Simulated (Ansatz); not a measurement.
ClGeH7Si2 (`[SiH3][GeH]([SiH3])[Cl]`), relaxed with RKS PBE0-D4/def2-TZVP in Ansatz from a PBE-D4/def2-SVP geometry. The force threshold is 0.005 eV/Å; the program also tests the step.

The species carries charge 0 and has multiplicity 1.

Start:

```xyz
11

Si   -0.070    1.886   -0.837
Ge    0.185    0.200    0.847
Si    0.135   -2.059    0.049
Cl   -1.619    0.390    2.110
H    -0.152    3.242   -0.194
H     1.101    1.848   -1.784
H    -1.334    1.606   -1.600
H     1.399    0.472    1.782
H    -1.132   -2.257   -0.735
H     0.170   -3.013    1.210
H     1.318   -2.314   -0.848
```

| step | energy (eV) | largest force (eV/Å) | largest move (Å) |
| --- | --- | --- | --- |
| 1 | -84894.5321 | 0.329 | 0.000 |
| 2 | -84894.5590 | 0.109 | 0.038 |
| 3 | -84894.5609 | 0.022 | 0.018 |
| 4 | -84894.5614 | 0.012 | 0.007 |
| 5 | -84894.5616 | 0.023 | 0.012 |
| 6 | -84894.5617 | 0.003 | 0.011 |

End:

```xyz
11

Si   -0.076    1.878   -0.835
Ge    0.167    0.196    0.836
Si    0.128   -2.052    0.047
Cl   -1.581    0.395    2.124
H    -0.155    3.215   -0.195
H     1.095    1.831   -1.752
H    -1.316    1.609   -1.605
H     1.379    0.464    1.750
H    -1.115   -2.260   -0.738
H     0.165   -2.989    1.197
H     1.309   -2.286   -0.827
```

Hardware: 4 threads of an Intel Xeon Platinum 8488C on a shared host. Wall time 20 s, peak host memory 0.7 GiB.
